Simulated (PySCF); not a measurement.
A PySCF script (with the pyscf-properties extension) for the NMR shieldings of `C=CP(CO)c1ccco1`, C7H9O2P, on a GFN2-xTB geometry:

```python
import basis_set_exchange as bse
import numpy as np
from pyscf import gto, dft
from pyscf.prop import nmr

atoms = """
C    -2.163629    2.041517   -0.759756
C    -1.710710    0.958709   -0.151943
P    -0.935103   -0.425012   -1.054076
C    -1.415319   -1.797089    0.145885
O    -1.140495   -1.514118    1.488431
C     0.744071   -0.149250   -0.410094
C     1.512401    0.980603   -0.341462
C     2.782877    0.565631    0.120715
C     2.702608   -0.781594    0.286782
O     1.475106   -1.227118   -0.035123
H    -2.097528    2.157772   -1.829243
H    -2.616790    2.855609   -0.215807
H    -1.785564    0.831684    0.922526
H    -2.498370   -1.928001    0.064823
H    -0.928982   -2.725396   -0.183955
H    -0.183030   -1.487305    1.604263
H     1.199702    1.976112   -0.583058
H     3.635670    1.187298    0.301391
H     3.413280   -1.510801    0.622239
"""
names = dict.fromkeys(["C", "P", "O", "H"], "pcSseg-1")
basis = {el: gto.basis.parse(bse.get_basis(n, elements=[el], fmt="nwchem")) for el, n in names.items()}
mol = gto.M(atom=atoms, basis=basis, charge=0, verbose=0)
mf = dft.RKS(mol, xc="PBE0")
mf.grids.level = 2
mf.grids.alignment = dft.numint.BLKSIZE   # the property module wants whole blocks of grid points
mf.conv_tol = 1e-9
mf.kernel()

calc = nmr.RKS(mf)   # GIAO
C = mf.mo_coeff
Co = C[:, mf.mo_occ > 0]
resp = mf.gen_response(singlet=True, hermi=2)
def vind(x):   # induced exchange potential for any number of trial vectors
    d = np.einsum("pi,xij,qj->xpq", C, 2 * x.reshape(-1, C.shape[1], Co.shape[1]), Co, optimize=True)
    return np.einsum("xpq,pi,qj->xij", resp(d - d.transpose(0, 2, 1)), C, Co, optimize=True).ravel()
mo1, _ = nmr.rhf.solve_mo1(calc, with_cphf=vind)
sigma = calc.kernel(mo1)
for i, s in enumerate(sigma):   # ppm
    w = np.linalg.eigvalsh((s + s.T) / 2)
    print("%2d %-2s iso %8.1f  s11 %8.1f  s22 %8.1f  s33 %8.1f" % (i, mol.atom_pure_symbol(i), w.mean(), *w))
```

**Question.** What does it print?

**Answer.** 
```
 0 C  iso     47.8  s11    -72.6  s22     55.4  s33    160.5
 1 C  iso     42.6  s11    -80.3  s22     36.6  s33    171.5
 2 P  iso    340.2  s11    290.6  s22    350.8  s33    379.2
 3 C  iso    121.4  s11     89.5  s22    114.4  s33    160.3
 4 O  iso    311.6  s11    277.6  s22    293.3  s33    363.9
 5 C  iso     26.7  s11    -45.2  s22     29.7  s33     95.5
 6 C  iso     61.2  s11    -36.4  s22     59.5  s33    160.6
 7 C  iso     67.8  s11    -21.7  s22     62.8  s33    162.2
 8 C  iso     37.3  s11    -38.2  s22     44.9  s33    105.1
 9 O  iso     36.0  s11    -93.5  s22    -54.8  s33    256.4
10 H  iso     25.4  s11     20.9  s22     24.8  s33     30.3
11 H  iso     25.3  s11     21.9  s22     24.7  s33     29.5
12 H  iso     24.2  s11     20.1  s22     23.0  s33     29.4
13 H  iso     27.4  s11     22.8  s22     26.7  s33     32.8
14 H  iso     26.6  s11     22.5  s22     25.6  s33     31.6
15 H  iso     30.9  s11     20.5  s22     29.9  s33     42.5
16 H  iso     24.9  s11     21.8  s22     23.7  s33     29.1
17 H  iso     25.0  s11     23.1  s22     25.5  s33     26.3
18 H  iso     24.1  s11     21.2  s22     24.6  s33     26.4
```

These numbers come from an equivalent density-fitted implementation of the same equations, which agrees with the script to about 0.01 ppm for H and up to a few tenths of a ppm for heavy atoms, so last digits may differ.

Size and cost of the density-fitted run: 222 basis functions, 58 s wall time on 1 thread of an Arm Neoverse V1, shared host.
